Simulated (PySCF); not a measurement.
# First hyperpolarisability: SMILES N#Cc1cccc2nsnc12, C7H3N3S

Molfile (atoms numbered from 1):
```
C7H3N3S
     RDKit          3D

 14 15  0  0  0  0  0  0  0  0999 V2000
   -2.5005   -2.7150   -0.1714 N   0  0  0  0  0  0  0  0  0  0  0  0
   -1.7833   -1.8227   -0.1173 C   0  0  0  0  0  0  0  0  0  0  0  0
   -0.9188   -0.7084   -0.0497 C   0  0  0  0  0  0  0  0  0  0  0  0
   -1.4108    0.5789    0.0136 C   0  0  0  0  0  0  0  0  0  0  0  0
   -0.5573    1.6930    0.0816 C   0  0  0  0  0  0  0  0  0  0  0  0
    0.8061    1.5607    0.0867 C   0  0  0  0  0  0  0  0  0  0  0  0
    1.3471    0.2663    0.0250 C   0  0  0  0  0  0  0  0  0  0  0  0
    2.6360   -0.0826    0.0221 N   0  0  0  0  0  0  0  0  0  0  0  0
    2.7383   -1.6810   -0.0564 S   0  0  0  0  0  0  0  0  0  0  0  0
    1.1712   -2.0246   -0.0921 N   0  0  0  0  0  0  0  0  0  0  0  0
    0.4853   -0.8845   -0.0429 C   0  0  0  0  0  0  0  0  0  0  0  0
   -2.4798    0.7319    0.0101 H   0  0  0  0  0  0  0  0  0  0  0  0
   -1.0000    2.6762    0.1315 H   0  0  0  0  0  0  0  0  0  0  0  0
    1.4659    2.4114    0.1370 H   0  0  0  0  0  0  0  0  0  0  0  0
  1  2  3  0
  2  3  1  0
  3  4  2  0
  4  5  1  0
  5  6  2  0
  6  7  1  0
  7  8  2  0
  8  9  1  0
  9 10  1  0
 10 11  2  0
 11  3  1  0
 11  7  1  0
  4 12  1  0
  5 13  1  0
  6 14  1  0
M  END
```

Theory: quadratic response wB97X-D/def2-SVPD first hyperpolarisability, Taylor convention, gas phase (PySCF 2.14.0). Geometry: GFN2-xTB.

(1) What is the first hyperpolarisability, and how does it disperse?

(2) Which lowest excitations, dipole and polarisabilities go with it?

Answers

(1) In au, Taylor convention; the vector part is βᵢ = ⅓ Σⱼ (βᵢⱼⱼ + βⱼᵢⱼ + βⱼⱼᵢ); β∥ is 3/5 of the vector part along the dipole, the dipole points from − to +:
| process | λ (nm) | β vector norm | β∥ | β HRS | depolarisation ratio |
| --- | --- | --- | --- | --- | --- |
| static β(0;0,0) | ∞ | 79.9 | -23.7 | 53.7 | 2.21 |
| second harmonic β(−2ω;ω,ω) | 1064 | 119.5 | -35.8 | 65.7 | 2.64 |
| Pockels β(−ω;ω,0) | 1064 | 89.6 | -26.6 | – | – |

(2) S1 4.06 eV (f = 0.134); S2 4.42 eV (f = 0.000); S3 4.61 eV (f = 0.227); dipole 4.70 D; isotropic α 116.9 au static, 119.1 au at 1064 nm, 127.4 au at 532 nm.
